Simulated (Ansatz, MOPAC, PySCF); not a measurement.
Dimer: GeH4 (SMILES [GeH4]) (first 5 atoms) with H4OSi (SMILES O[SiH3]); geometry from B3LYP-D3(BJ)/def2-TZVP, rigid monomers moved along the line of their centres of mass till Ge1···O6 is 3.73 Å.
(charge 0, multiplicity 1):
```xyz
11

Ge     0.393    -0.392     0.443
H     -0.903    -1.193     0.625
H      1.371    -0.700     1.584
H      0.084     1.110     0.401
H      1.044    -0.801    -0.893
O     -1.020     0.536     3.764
Si    -0.247     0.420     5.222
H     -1.922     0.864     3.743
H     -0.136     1.744     5.883
H      1.096    -0.109     4.920
H     -0.961    -0.498     6.143
```

Interaction energies are E(AB) − E(A) − E(B) at the monomers' geometry in the complex; basis-set methods are counterpoise corrected. Rows marked so take none.

Rows in 6-31G* carry no dispersion term and start afresh at each structure (6-31G* with six Cartesian d functions); the Pople sets are all-electron and without relativity. The state reached by AM1 isn't checked.

The values were computed with Ansatz (Gaussian basis) for Hartree–Fock, density functionals and correlated methods; MOPAC for AM1 (differences of heats of formation); PySCF for 6-31G* rows, the dispersion terms. 

**Question.** One of these levels gives 0.12 kcal/mol for the interaction energy. Which one is it?
(A) r2SCAN-D4/def2-TZVPPD
(B) AM1
(C) r2SCAN/def2-TZVPPD
(D) M06-2X/6-31G* (no counterpoise)

**Answer.** B, AM1. The others give -0.85 (r2SCAN/def2-TZVPPD), -1.20 (r2SCAN-D4/def2-TZVPPD), -1.91 (M06-2X/6-31G* (no counterpoise))

Ansatz is a first-principles code.
